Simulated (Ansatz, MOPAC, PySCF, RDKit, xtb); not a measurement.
Pair of molecules: CH4 (SMILES C) (first 5 atoms) with C2H6O (SMILES COC); geometry from B3LYP-D3(BJ)/def2-TZVP, rigid monomers moved along the line of their centres of mass till H5···O7 is 2.94 Å.
(charge 0, multiplicity 1):
```xyz
14

C      0.1001     0.0483    -0.3766
H      1.1471     0.2851    -0.5645
H     -0.5087     0.4342    -1.1935
H     -0.0194    -1.0335    -0.3196
H     -0.2139     0.5011     0.5626
C      1.0882     0.2272     3.6483
O     -0.2967     0.4525     3.5035
C     -1.0516    -0.7316     3.6344
H      1.4633    -0.4639     2.8823
H      1.3241    -0.1869     4.6373
H      1.5885     1.1878     3.5357
H     -0.7739    -1.4698     2.8708
H     -2.1000    -0.4660     3.5073
H     -0.9137    -1.1860     4.6243
```

| level | interaction energy (kJ/mol) |
|---|---|
| UFF | -4.3 |
| AM1 | 0.0 |
| PM3 | -1.0 |
| GFN1-xTB | -3.4 |
| GFN2-xTB | -4.4 |
| HF/6-31G* | 0.1 |
| PBE/def2-TZVPPD | -2.3 |
| PBE-D3(BJ)/def2-TZVPPD | -5.3 |
| r2SCAN/def2-TZVPPD | -2.7 |
| PBE0-D4/def2-TZVPPD | -4.9 |
| M06-2X/6-31G* (no counterpoise) | -6.4 |
| MP2/aug-cc-pVDZ | -3.9 |
| CCSD/aug-cc-pVDZ | -3.5 |
| CCSD(T)/aug-cc-pVDZ | -4.0 |

The rows run from -6.4 (M06-2X/6-31G* (no counterpoise)) to 0.1 kJ/mol (HF/6-31G*). In aug-cc-pVDZ the value moves MP2 -3.9, CCSD -3.5, CCSD(T) -4.0, a shift of -0.1 from MP2 to CCSD(T). The dispersion term adds -3.1 in PBE-D3(BJ).

Interaction energies are E(AB) − E(A) − E(B) at the monomers' geometry in the complex; basis-set methods are counterpoise corrected. Rows marked so take none. RDKit's UFF carries no charges.

Cores are frozen in the correlated methods. Rows in 6-31G* carry no dispersion term and start afresh at each structure (6-31G* with six Cartesian d functions). The state that AM1, PM3 reach isn't checked.

Codes used: Ansatz (an electronic-structure program); MOPAC for AM1, PM3 (differences of heats of formation); PySCF for 6-31G* rows, the dispersion terms; RDKit for the force fields; xtb for the GFN methods.
